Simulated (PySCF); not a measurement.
Unknown compound

An unknown has the formula C3F6O. Its calculated NMR data are:

13C{1H} NMR (computed): δ 183.6 (sept, J = 43.6 Hz), 106.6 (q, J = 359.2 Hz, 2C).

PySCF 2.14 calculation with B3LYP/pcJ-1 coupling constants, shieldings: GIAO HF/pcSseg-2 and geometry: PBE0-D3(BJ)/def2-SVP; single conformer, no solvent model, relativity neglected, rapidly exchanging positions averaged.

Referencing at the same level of theory: 13C (σ = 191.47 ppm) vs TMS.

What is the structure?

Answers


1. The formula gives 1 degree of unsaturation (no ring in the answer).
2. 2 carbon signals for 3 carbons: some carbons are equivalent by symmetry or fast rotation.
3. Carbon types of the structure: 3 × C.
4. δC 183.6: ketone carbonyl carbon; the double bond to the heteroatom, with no lone-pair donor beside it, deshields it most.
5. δC 106.6: CF3 carbon; 3 electronegative neighbours deshield it.

Structure: `O=C(C(F)(F)F)C(F)(F)F`.

The shifts were computed for this structure.

Common functionals overestimate the size of one-bond C–F couplings by tens of Hz; these are unscaled. Shifts are as computed, not scaled to solution data. Of 1211 compounds with measured shifts, 218 miss one by over three times the rms of a fit or turn the order of signals round; such compounds aren't used in these exercises.
